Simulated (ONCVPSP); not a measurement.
## What one change does to a pseudopotential (chlorine (Cl), ONCV)

ONCVPSP 4.0.1 input, shortened (lines: element, Z, core and valence counts, functional; n l f; lmax; l rc ep ncon nbas qcut; lloc lpopt rc5 dvloc0; l nproj debl; icmod fcfact rcfact), PBEsol, scalar-relativistic:

```
  Cl 17.00    3    2  -116133      upf
    1    0    2.00
    2    0    2.00
    2    1    6.00
    3    0    2.00
    3    1    4.50
    2
    0    1.35    0.00    4    7    5.60
    1    1.10    0.00    4    8    8.50
    2    1.40    0.36    3    7    6.30
    4    5    1.05    6.00
    0    2    0.60
    1    2    2.40
    2    2    0.80
    0    0.00    0.00
```

In the s channel the program set the typed energies aside and used -0.960, 0.250 Ha.

Change: reference 3s2 3p4; s: rc 1.1, qcut 6.9. In the s channel the program set the typed energies aside and used -1.176, 0.250 Ha.

Cutoffs: the cutoffs (Ha) at which the residual kinetic energy of the hardest occupied pseudo-wave falls to 1 and 0.1 mHa per electron; they do not see the model core or the augmentation charge, which bear on the density cutoff. Errors are all-electron minus pseudo energies relative to the spin-unpolarised reference configuration.

**Question.** What does the change do?

**Answer.** The potential gets neither clearly harder nor softer (28 Ha and 137 Ha → 28 Ha and 138 Ha); the bound ghosts move from p to p, s.

| quantity | base | changed |
| --- | --- | --- |
| cutoff, loose | 28 Ha | 28 Ha |
| cutoff, tight | 137 Ha | 138 Ha |
| loose cutoff by channel | s 16 Ha, p 28 Ha | s 24 Ha, p 28 Ha |
| bound ghosts | p | s, p |
| GHOST(+) flags under 300 eV | none | none |
| largest error over its own tests, meV | +7.8 | +33 |
| p: phases at 1.12 bohr within 0.05 rad from the reference energy up to (Ha; the scan ends near 5) | to the end of the scan | to the end of the scan |
| d: phases at 1.42 bohr within 0.05 rad from the reference energy up to (Ha; the scan ends near 5) | to the end of the scan | to the end of the scan |

 A true bound ghost makes a file unfit for plane-wave use even where its test errors are small: the radial tests pick states by their node count and pass the ghost by.
